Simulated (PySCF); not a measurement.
**Nuclear quadrupole coupling in W(CH)Cl3**

Compound: W(CH)Cl3, CHCl3W (singlet state).
Cartesian coordinates in Å at the PBE0-D3(BJ)/def2-SVP level; atoms count from 1:
```
atom  x, y, z in Å
W1    -0.0415   -0.0012   -0.4895
C2     0.1100    0.0043    1.2371
H3     0.2068    0.0072    2.3256
Cl4    2.1090   -0.0051   -1.2145
Cl5   -1.1921    1.9020   -0.9362
Cl6   -1.1923   -1.9072   -0.9226
```

Field gradients from the PBE0/pcSseg-1 (def2-TZVP on W) density (PySCF, non-relativistic but for the core potentials past Kr), principal values in atomic units, ordered |Vxx| ≤ |Vyy| ≤ |Vzz|:

```
atom      Vxx      Vyy     Vzz
 Cl4  -0.0059  -1.3453  1.3511
 Cl5  -0.0076  -1.3442  1.3518
 Cl6  -0.0073  -1.3447  1.3520
```

Task: Find the asymmetry η = (Vxx − Vyy)/Vzz and the couplings χ = eQV/h (234.96 MHz × Q in barn × V in au), with Q(35Cl) = −0.0817 b.

Result: 
| atom | environment | nucleus | η | χzz (MHz) | χxx (MHz) | χyy (MHz) |
| --- | --- | --- | --- | --- | --- | --- |
| Cl4 | chlorine bonded to W | 35Cl | 0.99 | -25.94 | 0.11 | 25.82 |
| Cl5 | chlorine bonded to W | 35Cl | 0.99 | -25.95 | 0.15 | 25.80 |
| Cl6 | chlorine bonded to W | 35Cl | 0.99 | -25.95 | 0.14 | 25.81 |

At Cl4, Cl5 and Cl6 η is above 0.9: Vyy and Vzz are nearly equal in size and opposite in sign, so a small change could swap them and flip the sign of χzz. 

Task: What is Vzz at Cl4 in SI units (1 au = 9.71736 × 10²¹ V/m²)?

Result: 1.3511 au = 13.129 × 10²¹ V/m².

Task: And the gradient at the other heavy atoms, for which no coupling is worked out here?

Result: 
| atom | environment | Vzz (au) | η |
| --- | --- | --- | --- |
| C2 | carbon bonded to W and H | -0.342 | 0.00 |

Task: What couplings would deuterons (Q(2H) = 0.00286 b) have in place of the hydrogens, at this geometry?

Result: 
```tsv
atom	bonded to	bond length (Å)	Vzz (au)	η	χzz (kHz)
H3	C2	1.093	0.3114	0.00	209
```

Isolated species at its PBE0-D3(BJ)/def2-SVP geometry, gas phase. Atoms past krypton carry effective core potentials; spin–orbit coupling is left out. A larger basis could move these couplings by a tenth or more.
